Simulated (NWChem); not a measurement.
System: SnH₄; SMILES [SnH4]

All runs: NWChem. Coordinates come from a PBE0/def2-SVP optimisation. def2 effective core potentials on Sn; no spin-orbit coupling. Vertical excitations in the gas phase; the lowest state need not have the same character in each row.

```csv
level,"lowest excitation, singlet (eV)",orbital gap (eV)
"PBE/def2-SVP, full TDDFT",8.16,7.92
"B3LYP/def2-SVP, full TDDFT",8.47,9.64
"CAM-B3LYP/def2-SVP, full TDDFT",8.71,12.41
"BHandHLYP/def2-SVP, full TDDFT",8.94,12.01
```
